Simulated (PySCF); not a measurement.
A structure optimised at PBE-D3(BJ)/def2-SVP, used in a PySCF frequency run:

```xyz
8

B     -0.0093    -1.0552     0.0000
F     -1.1815    -1.7215     0.0000
Ge     0.0147     1.0244     0.0000
H     -0.7241     1.5823     1.2470
H     -0.7241     1.5823    -1.2470
H      1.4579     1.5892     0.0000
O      1.1509    -1.7554     0.0000
H      0.9920    -2.7220     0.0000
```
Charge 0, spin multiplicity 1.

Task: Write its SMILES, formula and point group.

Result: O[B](F)[GeH3], BFGeH₄O, Cs

Task: What are its rotational constants (standard atomic weights)?

Result: 9.2107, 2.3832, 1.9389 GHz
